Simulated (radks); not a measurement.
Values are calculated unless marked as measured or tabulated.
How relativity changes the ionisation of the lanthanum ion La31+ ([Ar] 3d8) to La32+ ([Ar] 3d7). Spin-unpolarised spherical Kohn-Sham, LDA (Slater exchange, Perdew-Wang correlation), point nucleus unless stated (finite: rms radius 4.855 fm), a radial shooting solver on a logarithmic mesh with Libxc functionals. A level marked "c x" has the speed of light scaled by that factor and shares open shells by 2j + 1; other Dirac levels either fill j = l - 1/2 first or share by 2j + 1.

\begin{tabular}{lrrrrr}
level & E(La31+) (hartree) & E(La32+) (hartree) & IE (eV) & HOMO & <r> HOMO (bohr) \\ \hline
non-rel. & -7649.7760 & -7576.6675 & 1989.4 & 3d & 0.2467 \\
scalar-rel. & -7914.3796 & -7841.3421 & 1987.5 & 3d & 0.2458 \\
scalar-rel., finite nucleus & -7914.0086 & -7840.9710 & 1987.5 & 3d & 0.2458 \\
Dirac, 2j+1 shares & -7918.4749 & -7845.4448 & 1987.3 & 3d5/2 & 0.2471 \\
Dirac, low j first & -7919.0495 & -7846.3296 & 1978.8 & 3d5/2 & 0.2471 \\
Dirac, 2j+1 shares, finite nucleus & -7918.1024 & -7845.0721 & 1987.3 & 3d5/2 & 0.2471 \\
Dirac, c x 0.85 & -8035.7374 & -7962.7471 & 1986.2 & 3d5/2 & 0.2473 \\
Dirac, c x 2 & -7712.6344 & -7639.5424 & 1988.9 & 3d5/2 & 0.2468 \\
Dirac, c x 5 & -7659.6602 & -7586.5543 & 1989.3 & 3d5/2 & 0.2468 \\
\end{tabular}

NIST Atomic Spectra Database: 1974 eV (theoretical). The relativistic part of the total energy of La31+ is -268.3 hartree (Dirac, 2j+1 shares, finite nucleus), 3.5 % of the non-relativistic value. Spin polarisation and multiplet splitting of open shells are left out at every level.

Beside tabulated values, note that relativity, absent from the non-relativistic runs, is large for the heavy elements, and spin-unpolarised runs miss the spin-polarisation part of the exchange energy of open shells.
